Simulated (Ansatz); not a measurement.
Coupled-cluster run, C4H15GeN3O, SMILES `C[NH][Ge]([NH]C)([NH]C)[O]C`.

```yaml
crystal:
  periodic: [false, false, false]
  atoms:
    - {symbol: C, position_ang: [0.777977, -1.082409, -2.467130]}
    - {symbol: N, position_ang: [1.140298, -0.792335, -1.094478]}
    - {symbol: Ge, position_ang: [-0.026416, 0.082157, 0.003333]}
    - {symbol: N, position_ang: [0.895241, 0.241673, 1.555409]}
    - {symbol: C, position_ang: [0.302611, 0.809874, 2.748441]}
    - {symbol: N, position_ang: [-1.662745, -0.602556, 0.398026]}
    - {symbol: C, position_ang: [-1.808205, -1.994312, 0.767828]}
    - {symbol: O, position_ang: [-0.501613, 1.568791, -0.853126]}
    - {symbol: C, position_ang: [0.492164, 2.506125, -1.184883]}
    - {symbol: H, position_ang: [0.252623, -0.223914, -2.892140]}
    - {symbol: H, position_ang: [0.124101, -1.957443, -2.585787]}
    - {symbol: H, position_ang: [1.672112, -1.247261, -3.076442]}
    - {symbol: H, position_ang: [1.637783, -1.548374, -0.648424]}
    - {symbol: H, position_ang: [1.876097, 0.448941, 1.449424]}
    - {symbol: H, position_ang: [0.392829, 1.902186, 2.810133]}
    - {symbol: H, position_ang: [0.755100, 0.382420, 3.649110]}
    - {symbol: H, position_ang: [-0.761747, 0.567526, 2.768768]}
    - {symbol: H, position_ang: [-2.395816, -0.263498, -0.206105]}
    - {symbol: H, position_ang: [-2.765047, -2.159312, 1.272206]}
    - {symbol: H, position_ang: [-1.023957, -2.266463, 1.479169]}
    - {symbol: H, position_ang: [-1.747024, -2.698436, -0.074174]}
    - {symbol: H, position_ang: [1.296022, 2.064238, -1.787218]}
    - {symbol: H, position_ang: [0.946059, 2.956196, -0.292036]}
    - {symbol: H, position_ang: [0.026455, 3.305787, -1.766506]}
basis:
  gaussian: {orbitals: def2-TZVPP}
correlation: {method: ccsd_t}
output: {orbitals: {seedname: orbitals}}
```

```sh
$ ansatz run in.yaml --threads 4 --pin off --events-out ev --progress --plain --backend cuda
```

The program prints (abridged):

```
Functional definition: HF
3001 factors; integrals over basis functions are off by at most 1.1e-3 eV
mean field evaluation 1: about -67312.7140 eV, gradient 5.9e1 eV
mean field evaluation 2: about -67313.1355 eV, gradient 5.9e1 eV
mean field evaluation 4: about -67320.5751 eV, gradient 6.5e0 eV
mean field evaluation 8: about -67320.6850 eV, gradient 4.6e-1 eV
mean field -67320.68557178 eV, -2473.9895631634 hartree, gradient 2.2e-6 eV, S^2 0.000000; 0 other end points of the search recorded, 0 dependent functions left out
17 core orbitals not correlated: weight in the atoms' cores, before any rotation towards them, 1.000 or more for the frozen orbitals, at most 0.000 for the correlated occupied ones
reference -67320.68557178 eV, -2473.9895631634 hartree; 33, 33 occupied and 456, 456 virtual orbitals, 3001 factors
second order -49.90044227 eV of doubles, -0.00000000 eV of singles
cycle   1  -50.17471978 eV  change   -2.7e-1 eV  update   1.4e-1
cycle   2  -51.39142678 eV  change    -1.2e0 eV  update   4.1e-2
cycle   3  -51.62841559 eV  change   -2.4e-1 eV  update   2.0e-2
cycle   4  -51.60950512 eV  change    1.9e-2 eV  update   4.4e-3
cycle   5  -51.60905235 eV  change    4.5e-4 eV  update   2.1e-3
cycle   6  -51.61027667 eV  change   -1.2e-3 eV  update   6.5e-4
cycle   7  -51.60982346 eV  change    4.5e-4 eV  update   2.6e-4
cycle   8  -51.60971205 eV  change    1.1e-4 eV  update   8.0e-5
cycle   9  -51.60972496 eV  change   -1.3e-5 eV  update   3.0e-5
perturbative correction -2.03035239 eV, -0.0746140740 hartree
Total energy: -67374.32564913 eV, -2475.9607996472 hartree
```

Hardware: 4 threads of an AMD EPYC 7R13 on a shared host and a share of an NVIDIA H100 80 GB. Wall time 59 s, peak host memory 2.5 GiB.

MP2 recovers 93.0 % of the CCSD(T) correlation energy and the triples give 3.8 %; T1 = 0.0108.
